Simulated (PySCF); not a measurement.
Level of theory: PBE0 in PySCF with Tc def2-TZVP with ECP28, O def2-TZVP; scalar-relativistic core potentials, no spin–orbit coupling; density-fitted integrals.

Each entry is the lowest minimum that a search over a few typed start shapes (and spin states, where more than one is plausible) found, or that minimum re-optimised at the stated level; isomers with ligand–ligand bonds, or fragments after loss of a ligand pair, can lie lower. Open shells are unrestricted.

TcO₂ is a quartet of C2v symmetry with Tc–O 1.674 Å (×2); O–Tc–O 129.4°. Its wavenumbers are 293, 1011, 1021 cm⁻¹.

Question: What changes when one electron is removed, giving TcO₂⁺?

Answer: It costs 9.12 eV between the minima (9.12 eV with zero-point energy). TcO₂⁺ is a triplet of C2v symmetry with Tc–O 1.635 Å (×2); O–Tc–O 118.2°; wavenumbers 310, 1030, 1112 cm⁻¹.

With open d or f shells other occupations or spin states may lie lower.
